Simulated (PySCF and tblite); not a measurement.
The numbers below are computed, except where a source is named.
C4H9FSSi, numbered as in [F:1][C@@H:2]1[S:3][CH2:4][CH2:5][C@@H:6]1[SiH3:7].

Search: ETKDG and KDG, MMFF94s, GFN2-xTB, 60 starts; geometries at GFN2-xTB. Free energies are PBE0-D3(BJ)/pcSseg-1 single points with GFN2-xTB rigid-rotor and vibrational terms (modes under about 100 cm⁻¹ blended into free rotors). Symmetry numbers and mirror images are counted. Conformers within 2.5 kcal/mol (GFN2-xTB free energy) were kept, 6 at most. (PySCF 2.14, tblite 0.8.)

Rotational constants are equilibrium values for the commonest isotopes; dipoles come from the energy level named.

The 5-ring runs over atoms 2–3–4–5–6.

```csv
conformer,shape,symmetry
1,"5-ring twist (ring torsions 13, -38, 50, -39, 16°)",C1
2,"5-ring envelope (ring torsions -24, 44, -46, 27, -2°)",C1
```

Problem. Give the rotational constants and dipole components, as needed to look for these species in a jet-cooled rotational spectrum.

Solution. 
| conformer | A (MHz) | B (MHz) | C (MHz) | abs μa (D) | abs μb (D) | abs μc (D) | κ | Ic−Ia−Ib (u Å²) |
| --- | --- | --- | --- | --- | --- | --- | --- | --- |
| 1 | 3190 | 1295 | 1037 | 0.84 | 2.23 | 0.87 | -0.76 | -61.5 |
| 2 | 2466 | 1646 | 1215 | 0.37 | 2.34 | 1.43 | -0.31 | -96.1 |

Problem. Which type of transition is strongest for conformer 1?

Solution. b-type, since that component is clearly the largest; the top is asymmetric (κ = -0.76).
